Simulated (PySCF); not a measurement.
CH7Cl2NSi2.

```xyz
13

C      1.7922    -0.7962    -0.7501
Si     0.4224     0.0362     0.1747
Cl     0.3052     1.9981    -0.4888
Cl     0.8514     0.1040     2.1955
N     -1.0920    -0.7634     0.0355
Si    -1.9174    -1.2942    -1.4108
H      1.9177    -1.8286    -0.3911
H      2.7345    -0.2490    -0.6024
H      1.5729    -0.8190    -1.8283
H     -1.6456    -0.7459     0.8894
H     -0.9263    -1.2270    -2.5234
H     -2.4018    -2.6989    -1.2559
H     -3.0926    -0.4340    -1.7455
```

Geometry: PBE0-D3(BJ)/def2-SVP. One conformer was computed; it need not be the lowest.

Method: B3LYP/pcSseg-1 (PySCF). Non-relativistic, no solvent.

Computed absolute GIAO shielding of each atom: isotropic value and principal components (ppm):
| atom | σ(iso) | σ11 | σ22 | σ33 | span |
|---|---|---|---|---|---|
| C1 | 172.9 | 161.1 | 170.1 | 187.5 | 26.5 |
| Si2 | 317.0 | 294.8 | 309.2 | 347.0 | 52.1 |
| Cl3 | 803.1 | 688.9 | 745.9 | 974.5 | 285.5 |
| Cl4 | 840.7 | 722.5 | 795.3 | 1004.3 | 281.8 |
| N5 | 218.3 | 192.7 | 210.2 | 252.0 | 59.3 |
| Si6 | 398.2 | 353.3 | 387.7 | 453.6 | 100.3 |
| H7 | 31.0 | 27.1 | 28.2 | 37.7 | 10.6 |
| H8 | 30.7 | 26.8 | 28.7 | 36.7 | 9.9 |
| H9 | 30.4 | 26.3 | 28.8 | 36.2 | 9.9 |
| H10 | 30.8 | 22.1 | 30.2 | 40.1 | 18.0 |
| H11 | 27.0 | 23.2 | 27.0 | 30.7 | 7.5 |
| H12 | 26.9 | 23.0 | 24.8 | 32.7 | 9.7 |
| H13 | 26.8 | 22.9 | 24.9 | 32.6 | 9.7 |
